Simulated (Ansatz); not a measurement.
Reactions of AlH5SSi (`[AlH2][S][SiH3]`).

Program: Ansatz. Geometries: PBE0-D4/def2-TZVP. ΔE: electronic, gas phase. CCSD(T)/CBS adds triple-zeta CCSD(T) − MP2 to the extrapolated MP2 energy (def2 sets, frozen cores). This one scheme is used for every species, atoms too. Functionals use def2-TZVPP. Open shells (•) are unrestricted, without spin–orbit coupling. Spin–orbit coupling would lower the free atoms: a little for Al, S, Si. Bonds to As, Se are less sure, by a few kJ/mol each and by 10 to 20 or more in all where they break to atoms, as the def2 sets lack core-valence functions. Scalar relativity is left out up to krypton. Each species was taken in one conformer, which may not be the lowest.

```
                                                          reaction  ωB97M-V (kcal/mol)  CCSD/CBS(def2) (kcal/mol)
                         `[AlH2][S][SiH3]` → Al• + 5 H• + S• + Si•               539.8                      534.1
`[AlH2][S][SiH3]` + `N=C[SeH]` → `[SiH3]/N=C\[SeH]` + `[AlH2][SH]`                 4.2                        4.0
    `[AlH2][S][SiH3]` + `OB(S)Cl` → `[SiH3]OB(S)Cl` + `[AlH2][SH]`                -5.2                       -6.2
   `[AlH2][S][SiH3]` + `C[AsH]C` → `C[As](C)[SiH3]` + `[AlH2][SH]`                 8.2                        8.2
```

(1) Give the CCSD(T)/CBS values in the same order. (An estimate is asked.)

Largest T1 diagnostic: 0.018, for Al•.

Answers

(1) Computed: 539.5, 3.8, -5.5, 7.9 kcal/mol.
